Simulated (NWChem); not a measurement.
# B3H4O3 cation; SMILES B1OB[OH+]BO1

```xyz
10

B     -0.0028     1.4570     0.0000
O     -1.1800     0.7257     0.0000
B     -1.2921    -0.5912     0.0000
O      0.0025    -1.3003     0.0000
B      1.2943    -0.5863     0.0000
O      1.1772     0.7302     0.0000
H     -0.0050     2.6472     0.0000
H     -2.2697    -1.2727     0.0000
H      0.0043    -2.2762     0.0000
H      2.2746    -1.2640     0.0000
```
Atoms are numbered in this order, from 1.

Geometry: optimised at PBE0/def2-SVP.

### Question
Give the principal values of the shielding tensors (ppm) of B1, O2, B3, O4 from B3LYP/6-31G* (spherical d), GIAO (NWChem), with their diamagnetic and paramagnetic parts as GIAO splits them.

### Answer
| atom | σ11 | σ22 | σ33 | isotropic | diamagnetic | paramagnetic |
|---|---|---|---|---|---|---|
| B1 | 57.1 | 95.0 | 103.5 | 85.2 | 198.8 | -113.6 |
| O2 | -30.2 | 110.4 | 332.6 | 137.6 | 386.4 | -248.8 |
| B3 | 52.2 | 98.1 | 113.9 | 88.1 | 199.9 | -111.9 |
| O4 | 57.3 | 235.7 | 257.6 | 183.5 | 394.5 | -211.0 |
